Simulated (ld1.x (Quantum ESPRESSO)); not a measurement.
# Before and after: TM potential for titanium (Ti)

```json
{"Element": "Ti (Z = 22)", "Generator": "ld1.x (Quantum ESPRESSO) 7.5", "Type": "norm-conserving Troullier–Martins (Kleinman–Bylander form)", "Functional": "PBE", "Relativity": "scalar-relativistic", "Frozen core": "[Ne] 3s2", "Valence charge": "10", "Reference configuration": "3p6 3d2 4s2 4p0", "Partial waves": "4s (bound): rc 2.35 bohr; 3p (bound): rc 1.15 bohr; 3d (bound): rc 1.30 bohr", "Local potential": "all-electron potential smoothed inside 1.95 bohr (lloc = -1)", "Core correction": "a·sin(br)/r model core inside 0.80 bohr"}
```

All-electron outer shells of the reference configuration (PBE, scalar-relativistic, ld1.x):

| shell | level (eV) | outermost node (bohr) | outermost maximum (bohr) |
| --- | --- | --- | --- |
| 2p | -444.26 | – | 0.22 |
| 3s | -62.63 | 0.40 | 0.87 |
| 3p | -38.86 | 0.37 | 0.90 |
| 4s | -4.47 | 1.24 | 2.92 |
| 3d | -4.26 | – | 0.98 |
| 4p | -1.47 | 1.39 | 3.80 |

Change: local potential all-electron potential smoothed inside 1.26 bohr (lloc = -1).

Cutoffs: the cutoffs (Ry, on a coarse ladder) from which the occupation-weighted sum of valence levels, in a spherical-Bessel basis at the reference potential, stays within 10 and 1 mRy of its value at 400 Ry; they do not see the model core or the augmentation charge, which bear on the density cutoff. Errors are all-electron minus pseudo energies relative to the spin-unpolarised reference configuration.

Question: What does the change do?

Answer: The potential gets neither clearly harder nor softer (100 Ry and 140 Ry → 100 Ry and 140 Ry); both files keep a bound ghost (s); of the 7 tests that both files solve, the error grows in 2 and shrinks in 4 by more than 15 % and 0.3 meV (median size 30.6 → 15.6 meV); the range in which the s phases agree narrows (upper end 4.4 → 1.3); the range in which the p phases agree widens (upper end 0.3 → at the end of the scan).

```csv
quantity,base,changed
"cutoff, loose",100 Ry,100 Ry
"cutoff, tight",140 Ry,140 Ry
bound ghosts,s,s
"error for 3p6 3d2 4s1 4p0, meV [ΔE 7.35 eV]",-8.9,-3.4
"error for 3p6 3d2 4s0 4p0, meV [ΔE 20.92 eV]",-27,-27
"error for 3p6 3d1 4s0 4p0, meV [ΔE 47.87 eV]",+58,+75
"error for 3p6 3d2 4s1.5 4p0, meV [ΔE 2.94 eV]",-2.2,-0.7
"error for 3p6 3d2.5 4s1.5 4p0, meV [ΔE 0.35 eV]",-31,-16
"error for 3p6 3d2 4s0 4p2, meV [ΔE 6.29 eV]",-106,-14
"error for 3p6 3d0 4s0 4p0, meV [ΔE 91.15 eV]",+37,+91
s: phases at 2.56 bohr within 0.05 rad from the reference energy up to (Ry; the scan ends near 5),4.4,1.3
p: phases at 2.56 bohr within 0.05 rad from the reference energy up to (Ry; the scan ends near 5),0.3,to the end of the scan
d: phases at 2.56 bohr within 0.05 rad from the reference energy up to (Ry; the scan ends near 5),1.5,to the end of the scan
```

Base: These tests converged, but a pseudo level misses the all-electron one widely, so the file describes the atom poorly there or has found another state: 3p6 3d1 4s0 4p0: empty 4s by 7.5 eV. A true bound ghost makes a file unfit for plane-wave use even where its test errors are small: the radial tests pick states by their node count and pass the ghost by.
